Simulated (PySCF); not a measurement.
How methods differ on the ionisation energy of Hf⁶⁰⁺

Hf⁶⁰⁺ [Ne] 3s2 (1S) → Hf⁶¹⁺ [Ne] 3s1 (2S), as a difference of total energies. Computed with PySCF 2.14 in an uncontracted even-tempered set (17 s from 17 bohr⁻², ratio 2.5; 12 p from 22 bohr⁻², ratio 2.5; 4 d from 79 bohr⁻², ratio 2.7; 4 f from 120 bohr⁻², ratio 2.7), with the spin-free X2C one-electron Hamiltonian (Gaussian nucleus). Correlated levels: outer shells: 1s2 frozen; virtual orbitals above 40 to 60 times the deepest correlated orbital energy dropped. The calculations carry no spin-orbit coupling.

```tsv
method	ionisation energy (eV)
UHF	6548.7
MP2 (outer shells)	6552.1
SCS-MP2 (outer shells)	6552.5
CCSD (outer shells)	6552.5
CCSD(T) (outer shells)	6552.5
```

Question: How much does correlation contribute at CCSD(T) (outer shells)?

Answer: 6552.5 − (6548.7) = 3.8 eV, measured against UHF.

Breit and QED terms and the two-electron picture change are absent.

For comparison: 6545 ± 10 eV (theoretical estimate listed by NIST; NIST Atomic Spectra Database, ionization energies).
